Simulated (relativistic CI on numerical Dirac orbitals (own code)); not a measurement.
**Hyperfine structure of Eu13+, mass number 153**

Calculated at this level of theory: Dirac-Coulomb-Breit CI, orbitals from a KLI potential per configuration, QED by a radiative potential, unscaled Slater integrals (own radial code, finite nucleus).

CI space (outside the closed core [Kr] 4d10): 4f²5s², 4f⁴, 4f³5s, 4f²5s5p, 4f5s²5p, 4f³5p, 4f5s5p², 4f²5s5d, 4f³5d, 4f5s²5d, 5s²5p5d, 4f²5s5f, 5s²5p², 5s5p³, 5s5p²5d, 5s5p²5f, 4f²5p², 4f5p³, 4f5p²5d, 5s²5d², 5s5p5d², 5s5d³, 5s5d²5f, 4f²5d², 4f5p5d², 4f5d³. Double excitations out of closed p, d and f shells are left out; levels of such configurations are missing from the list, as are those of other unlisted configurations, and high levels can miss mixing partners.

Nuclear spin I = 5/2, μ = 1.5294 μN, Q = 2.41 b (tables of Stone and Pyykkö). The electronic factors are computed for point nuclear moments, without core polarisation or the Bohr-Weisskopf and QED corrections.

```
     Level  E (eV)  A (MHz)  B (MHz)
4f²5s² ³H4  0.0000    860.2     3430
4f²5s² ³H5  0.6756    625.6     3600
4f²5s² ³F2  1.3246    822.5    -1020
4f²5s² ³H6  1.3517    494.1     4000
4f²5s² ³F3  1.7715    557.7    -1030
4f³5s ⁵I°4  1.9861    -8071     1240
4f³5s ⁵I°5  2.2727    312.2     1160
4f³5s ⁵I°6  2.6239     3693     1230
```

Levels with J = 0, under 50 % of one LS term, or S terms without an open s electron are left out. Small factors come from cancelling terms and can be off by tens of per cent or more.

At this charge transitions that keep the count of f electrons are usually good to a few per cent. Terms inside the open d or f shell come out 10 to 20 % too wide with unscaled integrals. Levels and lines within the n = 5 or 6 shells can be off by up to 10 % or somewhat more, and those that change n by about 2 %, since core polarisation is missing. Levels that differ in their count of f electrons can be misplaced by several ten thousand cm⁻¹, since the correlation energy of f electrons is missing or only estimated; rates across such gaps can be off by orders of magnitude.

Task: Give the hyperfine levels of 4f²5s² ³H4 relative to its centre of gravity.

Result: With K = F(F + 1) − I(I + 1) − J(J + 1), E = AK/2 + B[¾K(K + 1) − I(I + 1)J(J + 1)]/[2I(2I − 1)J(2J − 1)]: F = 3/2: -9067, F = 5/2: -7928, F = 7/2: -5947, F = 9/2: -2738, F = 11/2: 2196, F = 13/2: 9460 MHz.

LS names give the leading component of a level, which can be under half, so a name can repeat, a term be missing and a line seem to break the LS rules.
